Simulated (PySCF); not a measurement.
C₄H₁₀BN, SMILES C1CB(NC)C1. Atoms are numbered in the order given.

```xyz
16

C      0.2978    -2.4893     0.0000
N     -0.6009    -1.3636     0.0000
B     -0.2423    -0.0202     0.0000
C     -1.0686     1.3410     0.0000
C      0.3128     2.0585     0.0000
C      1.1532     0.7482     0.0000
H      0.1654    -3.1277    -0.8907
H      1.3346    -2.1258     0.0000
H      0.1654    -3.1277     0.8907
H     -1.5857    -1.6057     0.0000
H     -1.6911     1.5406     0.8877
H     -1.6911     1.5406    -0.8877
H      0.4818     2.6900    -0.8862
H      0.4818     2.6900     0.8862
H      1.7927     0.6107    -0.8876
H      1.7927     0.6107     0.8876
```
Charge 0, spin multiplicity 1.

Coordinates come from a PBE0-D3(BJ)/def2-SVP optimisation. A frequency run showed that this geometry is not a minimum. The structure was generated by enumeration, and PubChem lists no compound with its InChIKey, so it may never have been made. Other conformers were not sampled.

Level of theory: PBE/def2-TZVP run with PySCF.

Gas-phase values at a fixed geometry.

| Quantity | Value |
|---|---|
| total energy | -237.81662 hartree |
| point group | Cs |
| highest occupied level | -6.14 eV |
| lowest empty level | -0.22 eV |
| orbital gap | 5.92 eV |
| dipole moment | 0.372 e·Å |
| quadrupole, principal values (traceless, Buckingham form, about the centre of nuclear charge) | -1.30, -1.14, 2.43 D·Å |
| mean static polarisability | 72.1 bohr³ (10.69 Å³) |
| polarisability, principal values | 57.2, 69.5, 89.7 bohr³ |
